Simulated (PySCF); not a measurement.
In(F)(Et)(OH) (C2H6FInO), SMILES [OH][In]([F])[CH2]C.

Geometry: B3LYP-D3(BJ)/def2-SVP. The structure was generated by enumeration; whether it is a known compound was not checked. The def2 effective core potentials stand for the cores of In; spin–orbit coupling is left out. Other conformers were not sampled.

All values below come from TDA-PBE/def2-SVPD in PySCF.

Vertical excitations. Gas-phase values at a fixed geometry.

Computed UV-visible absorptions:
```
state  energy (eV)  λ (nm)      f                                                                 main pairs
-----  -----------  ------  -----  -------------------------------------------------------------------------
S1            4.69     264  0.016                                                           HOMO−1→LUMO 99 %
S2            5.15     241  0.124                       HOMO→LUMO 63 %, HOMO−1→LUMO+1 22 %, HOMO−2→LUMO 10 %
S3            5.29     234  0.007                                                           HOMO→LUMO+1 98 %
S4            5.57     223  0.006                     HOMO−2→LUMO 59 %, HOMO−1→LUMO+1 23 %, HOMO−4→LUMO 18 %
S5            5.66     219  0.018                                                           HOMO−3→LUMO 98 %
S6            5.84     212  0.146     HOMO−2→LUMO 28 %, HOMO−4→LUMO 19 %, HOMO−1→LUMO+1 19 %, HOMO→LUMO 18 %
S7            6.25     199  0.001                                                         HOMO−2→LUMO+1 99 %
S8            6.28     198  0.065                     HOMO→LUMO+2 47 %, HOMO−4→LUMO 25 %, HOMO−1→LUMO+1 15 %
S9            6.42     193  0.005                                                         HOMO−1→LUMO+2 98 %
S10           6.50     191  0.037  HOMO−3→LUMO+1 47 %, HOMO→LUMO+2 22 %, HOMO−4→LUMO 10 %, HOMO−1→LUMO+1 8 %
T1            4.07     305      0                                                             HOMO→LUMO 99 %
T2            4.33     286      0                                                           HOMO−1→LUMO 99 %
T3            5.00     248      0                                                         HOMO−1→LUMO+1 96 %
T4            5.03     247      0                                                           HOMO→LUMO+1 99 %
```
Triplets are in the Tamm–Dancoff approximation.
